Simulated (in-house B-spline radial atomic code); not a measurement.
RPA and G0W0 on SCAN: In XXI (In20+)

Configuration [Ar] 3d10 4s1, highest spin, mean-field start SCAN. Computed with a B-spline radial code for spherical atoms: all electrons, non-relativistic, point nucleus, each spin shell either full or empty, empty states to l = 9 with an (l + 1/2)⁻⁴ tail; G0W0 by contour deformation at full frequency.

Without relativity these are model numbers: it shifts the levels of so heavy an element strongly and can reorder them.

Command:
```bash
python run_gw.py task.json out
```
Settings (radii: box in bohr, nucleus in fm):
```
Z                        49
electrons                29
configuration            [Ar] 3d10 4s1
hamiltonian              nr
method                   scan,scan
lmax                     9
spin_polarised           True
box_radius               4.08
intervals                48
ion_configuration        [Ar] 3d10
```

Run time, properties included: 2.6 s on 1 thread of Intel(R) Xeon(R) Platinum 8488C, with other jobs on the host.

Energies (hartree):

```
                                     term        value
                         mean-field total  -5575.40720
Hartree-Fock functional on these orbitals  -5573.65519
                      direct second order      -2.3719
                    second-order exchange      0.70175
                         SOSEX correction      0.67222
```

Question: What is the RPA correlation energy, and what remains with SOSEX?

Answer: RPA gives -2.2155 hartree (-2.08 eV per electron); RPA + SOSEX gives -1.5433, and the second-order doubles -1.6702 hartree (no singles). RPA lacks exchange-type terms and so overcorrelates at short range.

Quasi-particle levels (eV):

```
  level  occupied  mean field  Σx - vxc     Σc  QP weight      G0W0
  4s up       yes     -567.82     -9.73      ?          ?         ?
3d down       yes     -980.13    -35.00   2.82      0.988  -1012.31
  3d up       yes     -980.94    -34.86   2.84      0.987  -1012.96
3p down       yes    -1177.53    -44.51   6.22      0.979  -1215.82
4s down        no     -557.14     12.07  -3.56      0.978   -548.62
```

G0W0 = mean field + (Σx - vxc) + Σc, with Σc (partial-wave tail included) taken at the quasi-particle energy. Only the outer levels were computed.

Question: Where does G0W0 put 4s up?

Answer: At -580.30 eV, with Σc = -2.76 eV and a quasi-particle weight of 0.985. The tabulated removal energy is 593.38 ± 0.2 eV (NIST, semi-empirical); the calculation leaves out relativity, Breit and QED terms, and what these don't explain is the method's own error.

Question: What does it cost to remove one electron (to [Ar] 3d10) by differences of total energies, each species on its own start (correlation terms add to the Hartree-Fock functional)?

Answer: SCAN 579.35 eV, Hartree-Fock functional 577.29 eV, + RPA 579.67 eV, + RPA + SOSEX 578.51 eV, + second order 578.78 eV. Tabulated: 593.38 ± 0.2 eV (NIST, semi-empirical); the calculation leaves out relativity, Breit and QED terms, and what these don't explain is the method's own error.
